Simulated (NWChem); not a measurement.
A series in which one site is exchanged, each optimised at PBE0/def2-SVP with NWChem, gas phase unless a solvent is named. Some are not confirmed as minima by frequencies. def2 effective core potentials on Bi; no spin-orbit coupling.

A: [SiH3]B (BSiH$_{5}$; site = B)
B: N[SiH3] (SiNH$_{5}$; site = N)
C: [SiH3][BiH2] (SiBiH5; site = Bi)

**Question.** Rank them by dipole (D), PBE0/def2-SVP, lowest first.

**Answer.** A (0.42), C (0.88), B (1.44)
